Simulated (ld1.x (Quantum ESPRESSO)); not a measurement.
Plane-wave convergence, TM potential for Hf (Z = 72)

- Element: Hf
- Generator: ld1.x (Quantum ESPRESSO) 7.5
- Type: norm-conserving Troullier–Martins (Kleinman–Bylander form)
- Functional: LDA (PZ)
- Relativity: scalar-relativistic
- Frozen core: [Kr] 4d10 4f14
- Valence charge: 12
- Reference configuration: 5s2 5p6 5d1 6s0 6p0 (charge +3)
- Partial waves: 5p (bound): rc 1.60 bohr; 5d (bound): rc 1.95 bohr; 5s (bound): rc 1.95 bohr
- Local potential: the s channel
- Core correction: a·sin(br)/r model core inside 0.95 bohr

The pseudo-atom Hamiltonian at the reference potential is diagonalised in spherical Bessel functions j_l(qr) that vanish at 20 bohr, with q² up to the cutoff. All-electron valence levels (Ry): 5p -4.6153, 6p -1.4146, 5d -2.0157, 5s -6.9511, 6s -1.9198.

Q: How do the lowest levels (Ry) of each channel move with the cutoff, and are there ghosts?

A:

```json
{"cutoff (Ry)": "8", "p #1": "-4.1912", "p #2": "-1.3074", "p #3": "-0.6476", "d #1": "-1.7531", "s #1": "-6.9051", "s #2": "-2.0888", "s #3": "-0.9256", "f #1": "-0.7052", "Σ f·Δε (mRy)": "2899.0"}
{"cutoff (Ry)": "15", "p #1": "-4.5743", "p #2": "-1.3982", "p #3": "-0.6811", "d #1": "-1.9572", "s #1": "-6.9200", "s #2": "-2.2221", "s #3": "-0.9909", "f #1": "-0.7333", "Σ f·Δε (mRy)": "366.9"}
{"cutoff (Ry)": "21", "p #1": "-4.5798", "p #2": "-1.4006", "p #3": "-0.6821", "d #1": "-2.0078", "s #1": "-6.9433", "s #2": "-2.2280", "s #3": "-0.9966", "f #1": "-0.7397", "Σ f·Δε (mRy)": "236.6"}
{"cutoff (Ry)": "35", "p #1": "-4.6071", "p #2": "-1.4011", "p #3": "-0.6822", "d #1": "-2.0156", "s #1": "-6.9497", "s #2": "-2.2330", "s #3": "-0.9980", "f #1": "-0.7412", "Σ f·Δε (mRy)": "52.3"}
{"cutoff (Ry)": "45", "p #1": "-4.6138", "p #2": "-1.4012", "p #3": "-0.6822", "d #1": "-2.0157", "s #1": "-6.9505", "s #2": "-2.2338", "s #3": "-0.9984", "f #1": "-0.7414", "Σ f·Δε (mRy)": "10.3"}
{"cutoff (Ry)": "60", "p #1": "-4.6142", "p #2": "-1.4013", "p #3": "-0.6823", "d #1": "-2.0157", "s #1": "-6.9511", "s #2": "-2.2340", "s #3": "-0.9985", "f #1": "-0.7415", "Σ f·Δε (mRy)": "6.6"}
{"cutoff (Ry)": "80", "p #1": "-4.6151", "p #2": "-1.4013", "p #3": "-0.6823", "d #1": "-2.0157", "s #1": "-6.9511", "s #2": "-2.2341", "s #3": "-0.9986", "f #1": "-0.7415", "Σ f·Δε (mRy)": "1.3"}
{"cutoff (Ry)": "110", "p #1": "-4.6153", "p #2": "-1.4013", "p #3": "-0.6823", "d #1": "-2.0157", "s #1": "-6.9511", "s #2": "-2.2341", "s #3": "-0.9986", "f #1": "-0.7415", "Σ f·Δε (mRy)": "0.2"}
{"cutoff (Ry)": "400", "p #1": "-4.6153", "p #2": "-1.4013", "p #3": "-0.6823", "d #1": "-2.0157", "s #1": "-6.9511", "s #2": "-2.2341", "s #3": "-0.9986", "f #1": "-0.7415", "Σ f·Δε (mRy)": "0.0"}
```

Result: no extra level below or beside the all-electron valence levels (p, d, s, f tested); 10 mRy is reached at 50 Ry and 1 mRy at 90 Ry.

Its largest configuration-test error is +6164 meV.
